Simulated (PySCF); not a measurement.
Molecule: SMILES CC(C)OC(C)(C)C, C$_{7}$H$_{16}$O.

Bonds (- single, = double, # triple, : aromatic): C1-C2, C2-C3, C2-O4, O4-C5, C5-C6, C5-C7, C5-C8. C1 carries H9, H10, H11; C2 carries H12; C3 carries H13, H14, H15; C6 carries H16, H17, H18; C7 carries H19, H20, H21; C8 carries H22, H23, H24.

Geometry PBE0-D3(BJ)/def2-SVP throughout; GIAO in PySCF 2.14, gas phase, one conformer, non-relativistic; equivalent atoms averaged; basis pcSseg-1.

Task: How do the absolute shieldings σ depend on the functional? (ppm; last column core-seconds on shared hosts with different chips, so compare them loosely; the GGAs took longer than the global hybrids here, which isn't the general rule, and the cause wasn't traced)

Result: 
| functional | kind | C5 | C2 | C6/C7/C8 | C1/C3 | O4 | H12 | H9/H10/H11/H13/H14/H15 | H16/H17/H18/H19/H20/H21/H22/H23/H24 | core-s |
| --- | --- | --- | --- | --- | --- | --- | --- | --- | --- | --- |
| HF | Hartree–Fock | 129.5 | 135.1 | 163.3 | 165.7 | 271.1 | 28.84 | 30.63 | 30.64 | 18 |
| BLYP | GGA | 99.3 | 107.4 | 145.6 | 148.3 | 211.5 | 27.73 | 30.29 | 30.21 | 60 |
| BP86 | GGA | 104.5 | 112.9 | 150.4 | 153.1 | 216.4 | 27.62 | 30.19 | 30.12 | 60 |
| OPBE | GGA | 114.4 | 121.9 | 157.8 | 160.3 | 229.4 | 27.61 | 30.19 | 30.13 | 61 |
| KT2 | GGA | 109.5 | 117.4 | 154.8 | 157.0 | 212.6 | 27.51 | 30.11 | 30.04 | 58 |
| B97-D | GGA | 105.5 | 113.3 | 150.3 | 152.8 | 220.9 | 27.77 | 30.32 | 30.26 | 60 |
| PBE0 | global hybrid | 113.1 | 120.9 | 155.6 | 158.3 | 232.3 | 27.87 | 30.22 | 30.17 | 49 |
| B97-2 | global hybrid | 112.8 | 120.3 | 155.2 | 157.7 | 232.9 | 27.96 | 30.32 | 30.27 | 38 |
| CAM-B3LYP | range-separated hybrid | 110.7 | 118.4 | 153.0 | 155.9 | 235.3 | 27.98 | 30.26 | 30.22 | 56 |
| LC-wPBE | range-separated hybrid | 119.4 | 126.9 | 159.8 | 162.8 | 251.0 | 28.08 | 30.27 | 30.23 | 68 |

Task: Which nucleus moves most, in ppm?

Result: O4 (ether oxygen): from 211.5 ppm with BLYP to 271.1 ppm with HF. The smallest spread is 0.52 ppm, at H9/H10/H11/H13/H14/H15. Proton shifts span only some 12 ppm, so a few tenths of a ppm matter as much there as several ppm in carbon.
